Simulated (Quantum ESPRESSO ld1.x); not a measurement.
Q: These are the eigenvalues of the occupied orbitals of an atom or ion with whole-number occupations (eV). Calculated with ld1.x of Quantum ESPRESSO 7.5: Dirac Kohn-Sham, Wu-Cohen GGA, spin-unpolarised, spherical densities, point nucleus.

| orbital | eigenvalue |
|---|---|
| 1s1/2 | -41787.672 |
| 2s1/2 | -6729.983 |
| 2p1/2 | -6361.988 |
| 2p3/2 | -5879.673 |
| 3s1/2 | -1461.392 |
| 3p1/2 | -1304.782 |
| 3p3/2 | -1209.248 |
| 3d3/2 | -935.672 |
| 3d5/2 | -915.080 |
| 4s1/2 | -300.286 |
| 4p1/2 | -241.696 |
| 4p3/2 | -221.109 |
| 4d3/2 | -124.893 |
| 4d5/2 | -121.286 |
| 5s1/2 | -51.703 |
| 5p1/2 | -36.087 |
| 5p3/2 | -33.256 |
| 4f5/2 | -13.959 |

Which element is it, and in what charge state? The configuration may be excited. Open shells, if any, fill j = l - 1/2 first.

A: Z = 59, praseodymium, charge +2: Pr2+ in [Xe] 4f3. The list shows which subshells hold electrons but not how many an open one holds; the 1s level, -1535.7 hartree, gives Z - s = 55.4 by -(Z - s)^2/2, which with screening and relativity narrows Z to a few neighbours, and the depths of the outer levels then fix element, charge and occupations together.
